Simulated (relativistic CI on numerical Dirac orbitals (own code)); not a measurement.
Hyperfine structure of Pm XLIII, mass number 147

Computed by Dirac-Coulomb-Breit CI, separate exchange-only KLI orbitals for each configuration, a model potential for QED, unscaled Slater integrals (own radial code, finite nucleus).

Configuration list (outside the closed core [Ne]): 3s2 3p6 3d, 3s2 3p5 3d2, 3s 3p6 3d2, 3s2 3p6 4s, 3s2 3p6 4p, 3s2 3p6 4d, 3s2 3p5 3d 4s, 3s2 3p6 4f, 3s2 3p5 3d 4p, 3p6 3d3, 3p5 3d4, 3p5 3d3 4s. Double excitations out of closed p, d and f shells are left out; levels of such configurations are missing from the list, as are those of other unlisted configurations, and high levels can miss mixing partners. These lack a partner that the ground configuration has and come out too high: 3s2 3p5 3d 4p.

Nuclear spin I = 7/2, μ = 2.58 μN, Q = 0.74 b (tables of Stone and Pyykkö). The electronic factors are computed for point nuclear moments, without core polarisation or the Bohr-Weisskopf and QED corrections.

```tsv
Level	E (cm⁻¹)	A (MHz)	B (MHz)
3s2 3p6 3d 2D_3/2	0	39690	25700
3s2 3p6 3d 2D_5/2	247966	16220	33100
3s2 3p5 3d2 4D°_1/2	1567629	9785	
3s2 3p5 3d2 4G°_9/2	1821814	39660	-133000
3s2 3p5 3d2 2H°_11/2	1885364	37420	-104000
```

Levels with J = 0, under 50 % of one LS term, or S terms without an open s electron are left out. Small factors come from cancelling terms and can be off by tens of per cent or more.

At this charge energies of transitions that change n are usually good to better than 1 %, and those within a shell (Δn = 0) to a few per cent.

Question: Give the hyperfine levels of 3s2 3p6 3d 2D_3/2 relative to its centre of gravity.

Answer: With K = F(F + 1) − I(I + 1) − J(J + 1), E = AK/2 + B[¾K(K + 1) − I(I + 1)J(J + 1)]/[2I(2I − 1)J(2J − 1)]: F = 2: -254100, F = 3: -153400, F = 4: -2028, F = 5: 214800 MHz.

LS names give the leading component of a level, which can be under half, so a name can repeat, a term be missing and a line seem to break the LS rules.
